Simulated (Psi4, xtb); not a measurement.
Relaxed torsion scan: SMILES O=Cc1ccc(C(=O)O)s1 (C6H4O3S). Scanned: dihedral S10–C6–C7–O8; all other coordinates were relaxed at GFN2-xTB. Points at φ and −φ are mirror images. Heavy atoms are numbered in the order of the SMILES O=Cc1ccc(C(=O)O)s1, hydrogens after them in the order of the atoms that carry them; the mirror image has the same energies with the sign of each dihedral reversed.

Computed with: GFN1-xTB // GFN2-xTB (xtb); PBE-D3(BJ)/def2-SVP // GFN2-xTB (Psi4).

Energies relative to the lowest point of each profile, in kJ/mol:

```
φ / °  GFN1-xTB
-----  --------
-150        4.7
-120       15.3
-90        21.8
-60        15.9
-30         5.4
0           1.0
30          5.4
60         15.9
90         21.8
120        15.3
150         4.7
180         0.0
```

Q: Predict the corresponding PBE-D3(BJ)/def2-SVP column.

A: -150: 7.2; -120: 24.7; -90: 37.5; -60: 27.2; -30: 9.3; 0: 0.9; 30: 9.3; 60: 27.2; 90: 37.5; 120: 24.7; 150: 7.2; 180: 0.0 (kJ/mol).
